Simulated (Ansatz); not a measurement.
The cluster Ba₅Se₅⁺, relaxed as a doublet with UKS PBE-D4/def2-SVP in Ansatz, starting from the GFN1-xTB geometry. Force threshold 0.03 eV/Å.

In the def2 sets Ba takes a core potential; there is no spin–orbit coupling. The gap within one spin of the charge 1 doublet nearly closes, so an electron or hole may be smeared out by delocalisation error. Another isomer (doublet) lies 4.82 eV lower at PBE0-D4/def2-SVP; other spin states weren't run for this one.

Start:

| atom | x (Å) | y (Å) | z (Å) |
| --- | --- | --- | --- |
| Ba1 | 1.660 | -3.623 | 2.592 |
| Ba2 | 0.507 | 4.636 | -0.893 |
| Ba3 | -3.198 | 1.210 | -3.291 |
| Ba4 | 3.552 | 1.679 | 2.800 |
| Ba5 | -2.478 | -3.891 | -1.174 |
| Se6 | -0.364 | -3.493 | 0.642 |
| Se7 | -3.147 | -1.496 | -2.501 |
| Se8 | -1.238 | 2.674 | -1.900 |
| Se9 | 2.652 | -0.988 | 2.683 |
| Se10 | 2.055 | 3.293 | 1.041 |

Task: Estimate the energy that the relaxation releases and the steps that it takes.

Result: 68.4 kJ/mol, in 8 steps; 2.2 min on 6 threads of Intel Xeon on a shared host. The force fell under the threshold at step 5, but the optimiser went on and released 0.005 eV more. No frequencies were taken in this run, so the end may be a saddle point.

Task: Does the start keep its bonding and symmetry?

Result: By distances, no bond broke or formed. The bond that changes most is Ba5–Se6, from 2.81 to 2.98 Å (atoms count from 1).

Task: Predict the relaxed structure.

Result: 
| atom | x (Å) | y (Å) | z (Å) |
| --- | --- | --- | --- |
| Ba1 | 1.7582 | -3.7081 | 2.7153 |
| Ba2 | 0.5757 | 4.8033 | -0.8770 |
| Ba3 | -3.3219 | 1.0903 | -3.3799 |
| Ba4 | 3.7976 | 1.7978 | 2.9919 |
| Ba5 | -2.6077 | -3.8927 | -1.3067 |
| Se6 | -0.3920 | -3.7084 | 0.6841 |
| Se7 | -3.7584 | -1.7744 | -2.9664 |
| Se8 | -1.3235 | 2.8574 | -2.0453 |
| Se9 | 2.9939 | -1.0480 | 2.9913 |
| Se10 | 2.2781 | 3.5827 | 1.1928 |
Bond lengths (bridged metal pairs left out): 10 × Ba–Se 2.93 to 2.98 Å.
